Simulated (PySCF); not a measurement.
How methods differ on the ionisation energy of C⁺

C⁺ [He] 2s2 2p1 (2P) → C²⁺ [He] 2s2 (1S), as a difference of total energies. Calculation: PySCF 2.14, in aug-cc-pVTZ; no relativity, point nucleus. Correlated levels: valence: 1s2 frozen. The calculations carry no spin-orbit coupling.

```csv
method,ionisation energy (eV)
UHF,24.150
MP2 (valence),24.364
SCS-MP2 (valence),24.325
CCSD (valence),24.198
CCSD(T) (valence),24.229
CCSDT (valence),24.238
```

A first-order spin-orbit estimate (lowest level to lowest level, LS coupling) adds 0.005 eV.

Errors of the correlated levels include the incompleteness of this basis and the frozen core.

The coupled-cluster amplitudes are large for C²⁺ (T1 above 0.03 or a double amplitude above 0.15), so a single reference is strained.

Task: Which method comes closest to the reference value, and which is furthest?

Result: The reference is 24.383 eV (measured; NIST Atomic Spectra Database, ionization energies). Closest: MP2 (valence) (error -0.014 eV); furthest: UHF (error -0.228 eV), both after the spin-orbit estimate.
